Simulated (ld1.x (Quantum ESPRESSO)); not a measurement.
Before and after: TM potential for molybdenum (Mo)

Mo (Z = 42), norm-conserving Troullier–Martins (Kleinman–Bylander form), made with ld1.x (Quantum ESPRESSO) 7.5 (PBE, scalar-relativistic). Core [Kr], reference 4d4 5s0 5p0 (charge +2). Waves: 5p (bound, empty): rc 2.65 bohr; 4d (bound): rc 1.55 bohr; 5s (bound, empty): rc 2.80 bohr. Local part: the s channel. Core correction: none.

Change: wave 4d (bound): rc 1.55 bohr becomes 4d (bound): rc 1.78 bohr.

Cutoffs: the cutoffs (Ry, on a coarse ladder) from which the occupation-weighted sum of valence levels, in a spherical-Bessel basis at the reference potential, stays within 10 and 1 mRy of its value at 400 Ry; they do not see the model core or the augmentation charge, which bear on the density cutoff. Errors are all-electron minus pseudo energies relative to the spin-unpolarised reference configuration.

Predict the effect on cutoff, ghosts and configuration errors.

The potential gets softer (45 Ry and 55 Ry → 40 Ry and 50 Ry); the errors of the 7 common tests hardly move; neither file shows a bound ghost. A larger radius leaves more room for a smooth pseudo-wave, so fewer plane waves are needed.

| quantity | base | changed |
| --- | --- | --- |
| cutoff, loose | 45 Ry | 40 Ry |
| cutoff, tight | 55 Ry | 50 Ry |
| bound ghosts | none | none |
| error for 4d5 5s1 5p0, meV [ΔE -22.35 eV] | +97 | +97 |
| error for 4d5 5s0 5p0, meV [ΔE -15.46 eV] | -60 | -59 |
| error for 4d3 5s0 5p0, meV [ΔE 26.74 eV] | -92 | -90 |
| error for 4d4 5s2 5p0, meV [ΔE -22.15 eV] | +227 | +228 |
| error for 4d5.5 5s0.5 5p0, meV [ΔE -22.07 eV] | -7.0 | -6.6 |
| error for 4d4 5s1 5p1, meV [ΔE -18.61 eV] | +167 | +167 |
| error for 4d5 5s0.5 5p0, meV [ΔE -19.62 eV] | +17 | +17 |
| s: phases at 3.06 bohr within 0.05 rad from the reference energy up to (Ry; the scan ends near 5) | 1.0 | 1.0 |
| p: phases at 3.06 bohr within 0.05 rad from the reference energy up to (Ry; the scan ends near 5) | 1.6 | 1.6 |
| d: phases at 3.06 bohr within 0.05 rad from the reference energy up to (Ry; the scan ends near 5) | -0.4 | -0.4 |
